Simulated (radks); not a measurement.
Er XLII, configuration [Ar] 3d9.

Calculated with a radial shooting solver on a logarithmic mesh with Libxc functionals: Dirac Kohn-Sham, exchange-only PBE, spin-unpolarised, spherical densities, finite nucleus; open shells fill j = l - 1/2 first; Fermi nuclear charge, rms radius 5.2516 fm.

Energy parts (hartree):
part                   energy
total             -11964.3036
kinetic            13295.3808
electron-nucleus  -27393.1130
Hartree             2339.5459
exchange            -206.1173

Orbitals (lengths in bohr, moments of r in powers of bohr):
| orbital | occ. | eigenvalue (hartree) | <1/r> |
|---|---|---|---|
| 1s1/2 | 2 | -2178.738 | 77.55 |
| 2s1/2 | 2 | -424.9576 | 18.70 |
| 2p1/2 | 2 | -408.6204 | 18.67 |
| 2p3/2 | 4 | -374.7132 | 16.20 |
| 3s1/2 | 2 | -145.8532 | 7.027 |
| 3p1/2 | 2 | -138.8653 | 6.947 |
| 3p3/2 | 4 | -131.3056 | 6.316 |
| 3d3/2 | 4 | -119.7300 | 6.197 |
| 3d5/2 | 5 | -118.0362 | 6.042 |
| 4s1/2 | 0 | -71.95415 | 3.471 |
| 4p1/2 | 0 | -69.00168 | 3.413 |
| 4p3/2 | 0 | -66.43017 | 3.198 |

The highest occupied level is 3d5/2 at -3211.9 eV. Summed over all electrons, <r^2> = 0.8983 bohr^2, which gives a Langevin (diamagnetic) susceptibility term of -0.711 x 10^-6 cm^3/mol.
